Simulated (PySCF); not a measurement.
**How methods differ on the excitation energy of N⁺**

N⁺ [He] 2s2 2p2 (3P) → N⁺ [He] 2s2 2p1 3s1 (3P), as a difference of total energies. Computed with PySCF 2.14 in x2c-TZVPPall with one added diffuse shell each of s, p, d type (6s4p3d1f, 40 functions), with the spin-free X2C one-electron Hamiltonian (Gaussian nucleus). Correlated levels: valence: 1s2 frozen. The calculations carry no spin-orbit coupling.

| method | excitation energy (cm⁻¹) | error (cm⁻¹) |
| --- | --- | --- |
| UHF | 147950 | -969 |
| MP2 (valence) | 149300 | +374 |
| SCS-MP2 (valence) | 148510 | -413 |
| CCSD (valence) | 148460 | -459 |
| CCSD(T) (valence) | 148200 | -721 |
| CCSDT (valence) | 148180 | -741 |

Reference: 148920 cm⁻¹ (measured; NIST levels, between the centres of gravity of the two terms).

Errors of the correlated levels include the incompleteness of this basis and the frozen core.
